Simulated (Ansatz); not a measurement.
Wavefunction ladder for BH$_{4}$InTe (`[InH2][BH][TeH]`)

```json
{"atom": "In1", "x (Å)": "-1.276", "y (Å)": "-0.426", "z (Å)": "-0.286"}
{"atom": "B2", "x (Å)": "0.323", "y (Å)": "0.777", "z (Å)": "0.694"}
{"atom": "Te3", "x (Å)": "2.378", "y (Å)": "0.553", "z (Å)": "0.310"}
{"atom": "H4", "x (Å)": "-1.825", "y (Å)": "-1.932", "z (Å)": "0.366"}
{"atom": "H5", "x (Å)": "-2.013", "y (Å)": "0.063", "z (Å)": "-1.775"}
{"atom": "H6", "x (Å)": "0.134", "y (Å)": "1.634", "z (Å)": "1.507"}
{"atom": "H7", "x (Å)": "2.278", "y (Å)": "-0.668", "z (Å)": "-0.815"}
```

Total charge 0; spin multiplicity 1. Correlated methods include outer-core shells of In, Te, which these sets cover unevenly. In, Te takes the def2 core potential. The geometry is a stationary point of PBE0-D4/def2-TZVP. Frozen core, restricted reference, Ansatz.

| basis | HF (Eh) | MP2 corr. | CCSD corr. | (T) | CCSD(T) total |
| --- | --- | --- | --- | --- | --- |
| def2-SVP | -483.14782 | -0.29829 | -0.34211 | -0.01194 | -483.50187 |
| def2-TZVPP | -483.19436 | -0.86590 | -0.86335 | -0.02548 | -484.08319 |
| def2-QZVPP | -483.19857 | -1.21912 | – | – | – |
